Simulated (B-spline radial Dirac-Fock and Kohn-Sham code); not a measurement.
Photoionisation of potassium ions at Cr Kα (5414.7 eV)

These are calculated numbers from a B-spline atomic structure program; the model is Dirac-Hartree-Slater photoionisation with all multipoles and Dirac-Fock thresholds. Cross sections in kb; a dash marks an empty subshell or a threshold above the photon energy.

| ion | configuration | total | 2s | 2p3/2 | 3s | 3p1/2 | 3p3/2 |
| --- | --- | --- | --- | --- | --- | --- | --- |
| K⁵⁺ | [Ne] 3s2 3p2 | 27.83 | 1.65 | 0.540 | 0.251 | 0.0137 | 0.0263 |
| K¹²⁺ | [He] 2s2 2p3 | 27.89 | 1.91 | 0.339 | – | – | – |
| K¹⁴⁺ | [He] 2s2 2p1 | 28.09 | 2.06 | 0.125 | – | – | – |
| K¹⁵⁺ | [He] 2s2 | 28.08 | 2.14 | – | – | – | – |
